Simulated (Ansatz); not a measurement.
Born–Oppenheimer molecular dynamics of FH₄O₄Ta (10 atoms, charge 0, multiplicity 1). It starts from a relaxed structure.

The calculation used RHF/def2-SVP (Ansatz).

```yaml
ensemble: NVE (velocity Verlet)
time_step: 0.5 fs
steps_asked: 250
starting_velocities_drawn_for: 500 K
seed: 412685
```

First frame:

```xyz
10
Properties=species:S:1:pos:R:3
Ta -0.094 -0.087 0.022
O 1.803 -0.217 0.018
H 2.446 -0.332 0.699
O -0.135 -0.283 1.923
H -0.156 -0.382 2.856
F -0.052 0.105 -1.859
O -0.928 1.617 0.147
H -1.232 2.140 0.870
O -1.155 -1.650 -0.194
H -1.537 -2.262 0.414
```

Problem. How far do the bonds stretch over the last three quarters of this one trajectory? (Pairs bonded in most of those frames.)

Solution. 
```
  bond  mean (Å)  spread (Å)  shortest  longest
Ta1–O2     1.904       0.024      1.86     1.94
Ta1–O4     1.935       0.025      1.88     1.97
Ta1–F6     1.906       0.019      1.87     1.94
Ta1–O7     1.893       0.018      1.86     1.92
Ta1–O9     1.895       0.024      1.86     1.94
 O2–H3     0.945       0.018      0.92     0.97
 O4–H5     0.943       0.015      0.92     0.97
 O7–H8     0.946       0.003      0.94     0.96
O9–H10     0.946       0.021      0.91     0.98
```

Mean temperature of the second half: 291 K. The conserved energy stayed within 0.26 meV per atom of its start (net change 0.079 meV per atom), so the integration is sound. A run of 0.12 ps of so small a system gives no equilibrium averages.

The run took 8.1 min on 2 threads of Arm Neoverse V2 (shared host), peak memory 0.28 GiB.
